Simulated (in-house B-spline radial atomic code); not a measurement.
Ionisation energies along the 32-electron series, configuration [Ar] 3d10 4s2 4p2, as differences of self-consistent energies. Dirac energy differences include first-order Breit, QED and recoil terms. NIST's values go from ground level to ground level; the uncertainty of those that are theory runs from under 0.1 % in few-electron ions to several per cent in heavy many-electron ones. Computed with a B-spline radial code for spherical atoms: Dirac-Hartree-Fock, average of the configuration, finite nuclei.

```
  ion  configuration after  ionisation energy (eV)  IE/(q+1)² (eV)  Breit and QED recoil part (eV)  tabulated value (eV)    tabulated kind  computed minus tabulated (eV)
   Ge    [Ar] 3d10 4s2 4p1                     6.9          6.8746                     -0.00080555              7.899435          measured                           -1.0
  As+    [Ar] 3d10 4s2 4p1                    17.3          4.3257                      -0.0043359               18.5892          measured                           -1.3
 Se2+    [Ar] 3d10 4s2 4p1                       ?               ?                               ?                     ?          measured                              ?
 Br3+    [Ar] 3d10 4s2 4p1                    45.3          2.8315                       -0.015067                47.782          measured                           -2.5
 Kr4+    [Ar] 3d10 4s2 4p1                    62.5          2.4992                       -0.022292                 64.69    semi-empirical                           -2.2
 Rb5+    [Ar] 3d10 4s2 4p1                    81.6          2.2678                       -0.030851                  82.9  tabulated theory                           -1.3
 Sr6+    [Ar] 3d10 4s2 4p1                   102.7          2.0967                        -0.04081                   104  tabulated theory                           -1.3
 Zr8+    [Ar] 3d10 4s2 4p1                       ?               ?                               ?                     ?  tabulated theory                              ?
 Nb9+    [Ar] 3d10 4s2 4p1                   177.3          1.7729                       -0.079928                   180  tabulated theory                           -2.7
Mo10+    [Ar] 3d10 4s2 4p1                   205.8          1.7011                       -0.096308                 209.3  tabulated theory                           -3.5
Tc11+    [Ar] 3d10 4s2 4p1                       ?               ?                               ?                     ?  tabulated theory                              ?
Ru12+    [Ar] 3d10 4s2 4p1                   268.4          1.5881                        -0.13464                   271  tabulated theory                           -2.6
Rh13+    [Ar] 3d10 4s2 4p1                   302.4          1.5427                        -0.15677                   306  tabulated theory                           -3.6
Pd14+    [Ar] 3d10 4s2 4p1                   338.2           1.503                        -0.18097                   342  tabulated theory                           -3.8
Ag15+    [Ar] 3d10 4s2 4p1                   375.8          1.4679                        -0.20736                   381  tabulated theory                           -5.2
Cd16+    [Ar] 3d10 4s2 4p1                   415.2          1.4367                        -0.23598                   421  tabulated theory                           -5.8
In17+    [Ar] 3d10 4s2 4p1                   456.4          1.4087                        -0.26701                   462  tabulated theory                           -5.6
Sn18+    [Ar] 3d10 4s2 4p1                   499.4          1.3834                        -0.30047                   506  tabulated theory                           -6.6
```

Q: Fill in the row of Se2+.

A: ionisation energy (eV): 30.2; IE/(q+1)² (eV): 3.3555; Breit and QED recoil part (eV): -0.0090942; tabulated value (eV): 31.697; computed minus tabulated (eV): -1.5.

Q: Fill in the row of Zr8+.

A: ionisation energy (eV): 150.6; IE/(q+1)² (eV): 1.8591; Breit and QED recoil part (eV): -0.065272; tabulated value (eV): 153; computed minus tabulated (eV): -2.4.

Q: Fill in the row of Tc11+.

A: ionisation energy (eV): 236.2; IE/(q+1)² (eV): 1.6403; Breit and QED recoil part (eV): -0.11454; tabulated value (eV): 239; computed minus tabulated (eV): -2.8.

Where a p, d or f electron is removed, the computed value is a mean over both j, so it misses the tabulated one by a part of the spin-orbit splitting; averaging over terms and missing correlation add to the gap, relatively most at low charge.
